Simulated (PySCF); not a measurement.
**Computed structure and properties of [PbBr3]−**

System: [PbBr3]− (singlet); start: displaced along the imaginary mode (Cs). Method: PySCF 2.14.0, RKS PBE, Pb def2-SVP with ECP60, Br def2-SVP; non-relativistic Hamiltonian with scalar-relativistic core potentials where named; density fitting; no spin-orbit coupling.

Input of the relaxation:

```python
mol = gto.M(atom='''
Pb    -0.02377     0.25000    -0.00000
Br    -1.38062    -0.22311     2.52104
Br    -1.38062    -0.22311    -2.52104
Br     2.82387    -0.21262     0.00000''',
    basis={'Pb': 'def2-SVP', 'Br': 'def2-SVP'},
    ecp={'Pb': 'def2-SVP'},
    charge=-1, spin=0)
mf = dft.RKS(mol, xc='PBE')
mf.grids.atom_grid = (50, 194)
mf = mf.density_fit()  # fitting sets: Pb def2-universal-JKFIT, Br def2-universal-JKFIT
mf.conv_tol = 1e-08; mf.max_cycle = 55
mf.kernel(dm0)  # dm0: converged density of the start geometry
# quasi-Newton relaxation in Cartesian coordinates to a largest gradient under 0.00045 Eh/bohr, steps kept in the point group
```

Run from Python with OMP_NUM_THREADS=2; the lines above give its settings. Where DIIS fails, smearing, a level shift and second-order steps follow.
It took 38 s on 2 threads of Arm Neoverse V1, on a shared host, from the converged density of the start.

Course of the relaxation:

```tsv
step	energy above end (eV)	largest force component within the symmetry (eV/Å)
0	0.3336	0.338
1	0.2368	0.422
2	0.0938	0.413
3	0.0044	0.112
4	0.0008	0.076
5	0.0001	0.011
6	0.0000	0.002
```

Relaxed geometry (C3v):

```xyz
4

Pb    0.0050    0.7943    0.0000
Br   -1.2434   -0.4081    2.1744
Br   -1.2434   -0.4081   -2.1744
Br    2.5207   -0.3870    0.0000
```

| contact | Å |
| --- | --- |
| Pb1–Br2 (Br) | 2.781 |
| Pb1–Br3 (Br) | 2.781 |
| Pb1–Br4 (Br) | 2.779 |

On the finer grid (75, 302):

The HOMO is -1.75 eV. The LUMO is 1.87 eV, the dipole about the centre of mass is 4.15 D and the set of Mulliken populations of Pb1 outside the core potential is s 3.92, p 7.49, d 10.13. The D3(BJ) dispersion energy (not in the energies) is -0.152 eV.

```csv
atom,Mulliken (e),Löwdin (e),spin (e)
Pb1,0.46,0.07,0.00
Br2,-0.49,-0.36,0.00
Br3,-0.49,-0.36,0.00
Br4,-0.49,-0.36,0.00
```

On the grid (50, 194), as all that follows. Harmonic modes: a minimum within the noise of the softest modes; lowest 54 cm⁻¹ (negative: unstable), highest 179 cm⁻¹, zero-point energy 0.043 eV.

Taking off one Br (charge -1, singlet; the rest: singlet) in vacuum, both parts rigid, costs 2.79 eV; the small basis without counterpoise inflates it.

Rigid scan of Br along the line from its metal:

```
distance to Br2 (Å)  energy (eV)
               2.48        0.389
               2.58        0.149
               2.68        0.037
               2.78        0.000
               2.88        0.029
               2.98        0.091
               3.18        0.284
               3.48        0.621
               3.88        1.032
               4.38        1.421
```

One start shape was tried, so this needn't be the lowest isomer.
